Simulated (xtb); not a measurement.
Job for xtb: GFN2-xTB on FHSe (SMILES F[SeH]), a point of a bond scan (R = 1.626 Å).

```
$ xtb mol.xyz --gfn 2 --sp --chrg 0 --uhf 0
3

Se    -0.11560586    -0.22336041     0.25952766
H     -0.97797603    -1.02816498    -0.85919653
F      0.53668645     0.94991721    -0.89627180
```

Program output:

```
[...]
           -------------------------------------------------
          |                Calculation Setup                |
           -------------------------------------------------



           -------------------------------------------------
          |                 G F N 2 - x T B                 |
           -------------------------------------------------

        Reference                      10.1021/acs.jctc.8b01176
      * Hamiltonian:
        H0-scaling (s, p, d)           1.850000    2.230000    2.230000
        zeta-weighting                 0.500000
      * Dispersion:
        s8                             2.700000
        a1                             0.520000
        a2                             5.000000
        s9                             5.000000
      * Repulsion:
        kExp                           1.500000    1.000000
        rExp                           1.000000
      * Coulomb:
        alpha                          2.000000
        third order                    shell-resolved
        anisotropic                    true
        a3                             3.000000
        a5                             4.000000
        cn-shift                       1.200000
        cn-exp                         4.000000
        max-rad                        5.000000


          ...................................................
          :                      SETUP                      :
          :.................................................:
          :  # basis functions                  15          :
          :  # atomic orbitals                  14          :
          :  # shells                            6          :
          :  # electrons                        14          :
          :  max. iterations                   250          :
          :  Hamiltonian                  GFN2-xTB          :
          :  restarted?                      false          :
          :  GBSA solvation                  false          :
          :  PC potential                    false          :
          :  electronic temp.          300.0000000     K    :
          :  accuracy                    1.0000000          :
          :  -> integral cutoff          0.2500000E+02      :
          :  -> integral neglect         0.1000000E-07      :
          :  -> SCF convergence          0.1000000E-05 Eh   :
          :  -> wf. convergence          0.1000000E-03 e    :
          :  Broyden damping             0.4000000          :
          :  net charge                          0          :
          :  unpaired electrons                  0          :
          ...................................................

 iter      E             dE          RMSdq      gap      omega  full diag
   1     -8.4018710 -0.840187E+01  0.796E+00    3.10       0.0  T
   2     -8.4031748 -0.130386E-02  0.380E+00    3.03       1.0  T
   3     -8.4033451 -0.170299E-03  0.709E-01    2.93       1.0  T
   4     -8.4033628 -0.176560E-04  0.181E-01    2.90       1.0  T
   5     -8.4033662 -0.337980E-05  0.735E-02    2.89       1.0  T
   6     -8.4033666 -0.460533E-06  0.185E-02    2.90       3.1  T
   7     -8.4033666 -0.612116E-08  0.462E-03    2.90      12.5  T
   8     -8.4033666 -0.147710E-08  0.804E-04    2.90      71.8  T
   9     -8.4033666  0.208598E-10  0.482E-04    2.90     119.7  T

   *** convergence criteria satisfied after 9 iterations ***

         #    Occupation            Energy/Eh            Energy/eV
      -------------------------------------------------------------
         1        2.0000           -0.8206092             -22.3299
         2        2.0000           -0.7436670             -20.2362
         3        2.0000           -0.5299643             -14.4211
         4        2.0000           -0.5193918             -14.1334
         5        2.0000           -0.5139167             -13.9844
         6        2.0000           -0.4724276             -12.8554
         7        2.0000           -0.3945246             -10.7356 (HOMO)
         8                         -0.2880990              -7.8396 (LUMO)
         9                         -0.2263068              -6.1581
        10                         -0.0255635              -0.6956
        11                          0.0196515               0.5347
        12                          0.0361573               0.9839
       ...                                ...                  ...
        14                          0.7029099              19.1272
      -------------------------------------------------------------
                  HL-Gap            0.1064257 Eh            2.8960 eV
             Fermi-level           -0.3413118 Eh           -9.2876 eV

 SCC (total)                   0 d,  0 h,  0 min,  0.002 sec
 SCC setup                      ...        0 min,  0.000 sec (  4.190%)
 Dispersion                     ...        0 min,  0.000 sec (  1.091%)
 classical contributions        ...        0 min,  0.000 sec (  0.748%)
 integral evaluation            ...        0 min,  0.000 sec ( 17.384%)
 iterations                     ...        0 min,  0.001 sec ( 52.888%)
 molecular gradient             ...        0 min,  0.000 sec ( 18.751%)
 printout                       ...        0 min,  0.000 sec (  4.635%)

         :::::::::::::::::::::::::::::::::::::::::::::::::::::
         ::                     SUMMARY                     ::
         :::::::::::::::::::::::::::::::::::::::::::::::::::::
         :: total energy              -8.400526754241 Eh    ::
         :: gradient norm              0.047160400270 Eh/a0 ::
         :: HOMO-LUMO gap              2.895989488531 eV    ::
         ::.................................................::
         :: SCC energy                -8.403366615592 Eh    ::
         :: -> isotropic ES            0.011156040925 Eh    ::
         :: -> anisotropic ES         -0.000100705820 Eh    ::
         :: -> anisotropic XC          0.000776171635 Eh    ::
         :: -> dispersion             -0.000690303249 Eh    ::
         :: repulsion energy           0.002839861351 Eh    ::
         :: add. restraining           0.000000000000 Eh    ::
         :: total charge               0.000000000000 e     ::
         :::::::::::::::::::::::::::::::::::::::::::::::::::::

           -------------------------------------------------
          |                Property Printout                |
           -------------------------------------------------

    * Orbital Energies and Occupations

         #    Occupation            Energy/Eh            Energy/eV
      -------------------------------------------------------------
         1        2.0000           -0.8206092             -22.3299
         2        2.0000           -0.7436670             -20.2362
         3        2.0000           -0.5299643             -14.4211
         4        2.0000           -0.5193918             -14.1334
         5        2.0000           -0.5139167             -13.9844
         6        2.0000           -0.4724276             -12.8554
         7        2.0000           -0.3945246             -10.7356 (HOMO)
         8                         -0.2880990              -7.8396 (LUMO)
         9                         -0.2263068              -6.1581
        10                         -0.0255635              -0.6956
        11                          0.0196515               0.5347
        12                          0.0361573               0.9839
        13                          0.2272033               6.1825
        14                          0.7029099              19.1272
      -------------------------------------------------------------
                  HL-Gap            0.1064257 Eh            2.8960 eV
             Fermi-level           -0.3413118 Eh           -9.2876 eV
Note: The following floating-point exceptions are signalling: IEEE_DENORMAL
normal termination of xtb

     #   Z          covCN         q      C6AA      α(0)
     1  34 Se       1.648     0.105   231.786    26.536
     2   1 H        0.868     0.097     1.826     2.116
     3   9 F        0.780    -0.202    11.257     3.963

 Mol. C6AA /au·bohr⁶  :        389.957972
 Mol. C8AA /au·bohr⁸  :      21363.396198
 Mol. α(0) /au        :         32.615313


Wiberg/Mayer (AO) data.
largest (>0.10) Wiberg bond orders for each atom

 ---------------------------------------------------------------------------
     #   Z sym  total        # sym  WBO       # sym  WBO       # sym  WBO
 ---------------------------------------------------------------------------
     1  34 Se   2.189 --     3 F    1.220     2 H    0.970
     2   1 H    0.991 --     1 Se   0.970
     3   9 F    1.240 --     1 Se   1.220
 ---------------------------------------------------------------------------

Topologies differ in total number of bonds
Writing topology from bond orders to xtbtopo.mol

molecular dipole:
                 x           y           z       tot (Debye)
 q only:       -0.407      -0.595       0.237
   full:       -0.388      -0.584       0.282       1.920
molecular quadrupole (traceless):
                xx          xy          yy          xz          yz          zz
 q only:        0.411      -0.017      -0.181       0.939       1.346      -0.229
  q+dip:        0.551      -0.087      -0.477       1.637       2.222      -0.074
   full:        0.082       0.794      -0.365       1.647       1.810       0.283


           -------------------------------------------------
          | TOTAL ENERGY               -8.400526754241 Eh   |
          | GRADIENT NORM               0.047160400270 Eh/α |
          | HOMO-LUMO GAP               2.895989488531 eV   |
           -------------------------------------------------

------------------------------------------------------------------------
------------------------------------------------------------------------
 total:
 SCF:
```

The run finished.

Cost: around 0.020 core-seconds (rough).
